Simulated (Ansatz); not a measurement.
Input file for C2H5ClGeO, SMILES `Cl[C]1([GeH3])CO1`:

```yaml
crystal:
  periodic: [false, false, false]
  atoms:
    - {symbol: Cl, position_ang: [-1.010869, -1.094840, 1.733151]}
    - {symbol: C, position_ang: [-0.435982, -0.054254, 0.415850]}
    - {symbol: Ge, position_ang: [1.502741, -0.197388, 0.118946]}
    - {symbol: C, position_ang: [-1.402282, 0.298116, -0.621379]}
    - {symbol: O, position_ang: [-1.000327, 1.221772, 0.386031]}
    - {symbol: H, position_ang: [2.221382, 0.303015, 1.375854]}
    - {symbol: H, position_ang: [1.838671, 0.682456, -1.094449]}
    - {symbol: H, position_ang: [1.850656, -1.664139, -0.160113]}
    - {symbol: H, position_ang: [-2.417313, -0.074431, -0.522471]}
    - {symbol: H, position_ang: [-1.063676, 0.528592, -1.628420]}
basis:
  gaussian: {orbitals: def2-SVP}
correlation: {method: ccsd_t}
```

```sh
$ ansatz run in.yaml --threads 4 --pin off --events-out ev --progress --plain --max-ram 10444MiB
```

Log, shortened:

```
Functional definition: HF
1148 factors; integrals over basis functions are off by at most 1.4e-3 eV
mean field evaluation 1: about -73135.7398 eV, gradient 2.9e1 eV
mean field evaluation 2: about -73135.8297 eV, gradient 2.9e1 eV
mean field evaluation 4: about -73138.1308 eV, gradient 4.0e0 eV
mean field evaluation 8: about -73138.1862 eV, gradient 3.0e-1 eV
mean field -73138.18659496 eV, -2687.7787825213 hartree, gradient 9.8e-7 eV, S^2 0.000000; 0 other end points of the search recorded, 0 dependent functions left out
17 core orbitals not correlated: weight in the atoms' cores, before any rotation towards them, 1.000 or more for the frozen orbitals, at most 0.000 for the correlated occupied ones
reference -73138.18659496 eV, -2687.7787825213 hartree; 20, 20 occupied and 80, 80 virtual orbitals, 1148 factors
second order -22.44045960 eV of doubles, -0.00000000 eV of singles
cycle   1  -22.63475766 eV  change   -1.9e-1 eV  update   1.1e-1
cycle   2  -23.30824107 eV  change   -6.7e-1 eV  update   3.4e-2
cycle   3  -23.44498113 eV  change   -1.4e-1 eV  update   1.7e-2
cycle   4  -23.43491196 eV  change    1.0e-2 eV  update   3.9e-3
cycle   5  -23.43538031 eV  change   -4.7e-4 eV  update   1.9e-3
cycle   6  -23.43589534 eV  change   -5.2e-4 eV  update   5.8e-4
cycle   7  -23.43546277 eV  change    4.3e-4 eV  update   2.5e-4
cycle   8  -23.43545678 eV  change    6.0e-6 eV  update   8.0e-5
cycle   9  -23.43548725 eV  change   -3.0e-5 eV  update   2.8e-5
perturbative correction -0.72406071 eV, -0.0266087402 hartree
Total energy: -73162.34614291 eV, -2688.6666295327 hartree
```

It took 9 s on 4 threads of an Arm Neoverse V1 on a shared host, with 0.62 GiB of host memory at the peak.

MP2 recovers 92.9 % of the CCSD(T) correlation energy and the triples give 3.0 %; T1 = 0.0113.
